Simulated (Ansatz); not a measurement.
Born–Oppenheimer molecular dynamics of F2H5O2PZr (11 atoms, charge 0, multiplicity 1). It starts at the highest image of a converged band. Of that band: Neighbouring images differ by up to 1.9 eV, so the band resolves the path poorly. A vibrational analysis at the climbing image gives one clearly imaginary mode, 1387i cm⁻¹: a first-order saddle point.

Level of theory: RHF/def2-SVP in Ansatz.

* ensemble: NVE (velocity Verlet)
* time step: 0.5 fs
* steps asked: 200
* starting velocities drawn for: 100 K
* seed: 10057

First frame:

```xyz
11
Properties=species:S:1:pos:R:3
Zr -0.203 -0.593 -0.321
F -0.519 -0.804 1.873
F 0.712 -0.772 -2.000
O -0.339 1.307 -0.184
H -0.528 2.227 -0.147
O -1.802 -1.576 -0.673
H -2.645 -1.948 -0.857
P 1.819 -1.877 1.197
H 2.098 -3.241 1.058
H 3.082 -1.305 1.386
H 0.464 -1.340 2.090
```

Task: How far do the bonds stretch over the last three quarters of this one trajectory? (Pairs bonded in most of those frames.)

Result: 
| bond | mean (Å) | spread (Å) | shortest | longest |
| --- | --- | --- | --- | --- |
| Zr1–F2 | 2.718 | 0.277 | 2.26 | 3.18 |
| Zr1–F3 | 1.914 | 0.008 | 1.90 | 1.93 |
| Zr1–O4 | 1.918 | 0.007 | 1.91 | 1.93 |
| Zr1–O6 | 1.913 | 0.002 | 1.91 | 1.92 |
| Zr1–P8 | 2.755 | 0.080 | 2.62 | 2.84 |
| F2–H11 | 0.917 | 0.025 | 0.88 | 0.97 |
| O4–H5 | 0.942 | 0.014 | 0.92 | 0.96 |
| O6–H7 | 0.941 | 0.004 | 0.94 | 0.95 |
| P8–H9 | 1.416 | 0.022 | 1.38 | 1.45 |
| P8–H10 | 1.417 | 0.030 | 1.37 | 1.46 |

Pairs bonded in part of these frames only: Zr1–F2 68 %.

Mean temperature of the second half: 334 K. The conserved energy stayed within 0.14 meV per atom of its start (net change -0.022 meV per atom), so the integration is sound. The kinetic energy rose, since the run started high on the potential surface and went downhill. It ends in pieces (FH + FH4O2PZr), so much of that is their flight and rotation, not heat. A run of 0.1 ps of so small a system gives no equilibrium averages. The orbitals stay closed-shell, which can raise the energy where a bond breaks towards radicals; this wasn't checked here.

Time of the run: 9.2 min on 2 threads of Arm Neoverse V1 (shared host), peak memory 0.31 GiB.
